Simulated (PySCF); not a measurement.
Isomers of C4H4FNO, one GFN2-xTB conformer each. Single-point energies are computed at PBE0/pcSseg-1 (PySCF, gas phase, no added dispersion term), electronic only.

**Question.** Rank them by PBE0/pcSseg-1 energy, lowest first (kJ/mol).
A. `[F:1][CH2:2][c:3]1[cH:4][n:5][o:6][cH:7]1` with F1–C2–C3–C4 -89°
B. `[N:1]#[C:2][CH2:3][CH2:4][C:5](=[O:6])[F:7]` with C2–C3–C4–C5 -74°, C3–C4–C5–O6 -10°

**Answer.** B (0.0), A (164.9).

As drawn, the lower has a C=O bond and a C≡N group, which the higher lacks; the higher has an aromatic ring and an N–O linkage, which the lower lacks. GFN2-xTB itself gives, in the same order: 0.0, 24.1. Both levels put the same isomer lowest.

**Question.** Which frontier levels, dipoles and rotational constants go with these structures?

**Answer.** 
| SMILES | HOMO (eV, PBE0/pcSseg-1) | LUMO (eV) | dipole (D) | A, B, C (MHz) |
| --- | --- | --- | --- | --- |
| N#CCCC(=O)F | -9.54 | -0.89 | 4.98 | 5370, 1582, 1475 |
| FCc1cnoc1 | -8.07 | -0.75 | 2.72 | 7398, 1805, 1592 |
